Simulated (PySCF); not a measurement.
Compound: C₂H₅PSn.
Numbering: `[CH:1]#[C:2][SnH2:3][PH2:4]` (hydrogens: H5 on C1; H6, H7 on Sn3; H8, H9 on P4)

Structure used (PBE0-D3(BJ)/def2-SVP), in Å, numbered top down from 1:
```
atom  x, y, z in Å
C1    -2.7543    0.3318    0.1450
C2    -1.6081   -0.0755    0.0946
Sn3    0.3791   -0.7286    0.0152
P4     1.7832    1.3215    0.3974
H5    -3.7680    0.6890    0.1897
H6     0.6256   -1.8447    1.2880
H7     0.6269   -1.4669   -1.5098
H8     2.9756    0.6821   -0.0678
H9     1.4730    1.8507   -0.8937
```

Method used: PBE0-D3(BJ)/def2-SVP geometry optimisation, gas phase, def2 core potentials past Kr in PySCF.

Masses are those of the commonest isotopes; rigid-rotor values at the optimised geometry. The values belong to one conformer with, in the numbering `[CH:1]#[C:2][SnH2:3][PH2:4]`, C2–Sn3–P4–H -165° and -72°.

Q: Give the principal moments of inertia and the rotational constants in cm⁻¹.

A: Ia = 113.95, Ib = 269.21, Ic = 371.34 u·Å²; 505379 MHz·u·Å²/I gives 4435, 1877 and 1361 MHz, that is A = 0.14794, B = 0.06262, C = 0.04540 cm⁻¹.

Q: Classify the top.

A: An asymmetric top: κ = (2 × 1877 − 4435 − 1361)/(4435 − 1361) = -0.66.

Q: Is it planar, by Δ = Ic − Ia − Ib?

A: Not planar: Δ = Ic − Ia − Ib = -11.82 u·Å². For a rigid frame Δ = −2 Σ m c², so Σ m c² = 5.91 u·Å² lies off the ab plane: 5.82 from hydrogen and 0.09 from heavier atoms. The atom farthest from that plane is 1.42 Å away.

Q: Give the other two planar moments, Paa and Pbb, and the rms extents of the mass along the axes.

A: Paa = Σ m a² = (Ib + Ic − Ia)/2 = 263.30 and Pbb = Σ m b² = (Ia + Ic − Ib)/2 = 108.04 u·Å². With the mass M = 179.92 u, the rms extents √(P/M) along a, b and c are 1.21, 0.77, 0.18 Å.

Q: Where do the levels up to J = 2 lie, in MHz?

A: Above 0(0,0):
J = 1: 1(0,1) 3238, 1(1,1) 5796, 1(1,0) 6312
J = 2: 2(0,2) 9644, 2(1,2) 11756, 2(1,1) 13305, 2(2,1) 20978, 2(2,0) 21049
The levels of one J sum to (2J + 1)J(J + 1)(A + B + C)/3.

Q: Predict some low-J microwave lines.

A: The dipole components are |μa| = 0.21 D, |μb| = 0.56 D, |μc| = 0.66 D. Intensities carry the squares of the components, which stand as 0.10 : 0.71 : 1.00 (a : b : c). Some lines, for components of 0.1 D or more:

| type | branch | J(Ka,Kc) | MHz | lower level (cm⁻¹) |
| --- | --- | --- | --- | --- |
| a | Q | 1(1,0) ← 1(1,1) | 516 | 0.193 |
| a | Q | 2(1,1) ← 2(1,2) | 1549 | 0.392 |
| c | Q | 1(1,1) ← 1(0,1) | 2558 | 0.108 |
| b | Q | 1(1,0) ← 1(0,1) | 3074 | 0.108 |
| a | R | 1(0,1) ← 0(0,0) | 3238 | 0.000 |
| b | R | 1(1,1) ← 0(0,0) | 5796 | 0.000 |
| a | R | 2(1,2) ← 1(1,1) | 5960 | 0.193 |
| c | R | 1(1,0) ← 0(0,0) | 6312 | 0.000 |
| a | R | 2(0,2) ← 1(0,1) | 6406 | 0.108 |
| c | Q | 3(2,2) ← 3(1,2) | 6946 | 0.792 |
| a | R | 2(1,1) ← 1(1,0) | 6993 | 0.211 |
| b | R | 3(0,3) ← 2(1,2) | 7329 | 0.392 |
| c | Q | 2(2,1) ← 2(1,1) | 7673 | 0.444 |
| b | Q | 2(2,0) ← 2(1,1) | 7744 | 0.444 |
| b | R | 2(1,2) ← 1(0,1) | 8518 | 0.108 |
| a | R | 3(1,3) ← 2(1,2) | 8899 | 0.392 |
| a | R | 3(0,3) ← 2(0,2) | 9441 | 0.322 |
| a | R | 3(2,2) ← 2(2,1) | 9715 | 0.700 |
| b | Q | 3(2,2) ← 3(1,3) | 10038 | 0.689 |
| a | R | 3(1,2) ← 2(1,1) | 10442 | 0.444 |
| b | R | 2(2,1) ← 1(1,0) | 14666 | 0.211 |
| b | R | 3(2,1) ← 2(1,2) | 19281 | 0.392 |
| b | R | 3(3,1) ← 2(2,0) | 23765 | 0.702 |
| c | R | 3(3,1) ← 2(2,1) | 23836 | 0.700 |
| b | R | 3(3,0) ← 2(2,1) | 23842 | 0.700 |

PBE0-D3(BJ)/def2-SVP frequencies: not computed here. These are rigid-rotor constants of the computed structure; measured ground-state constants (B0) also hold zero-point vibration.
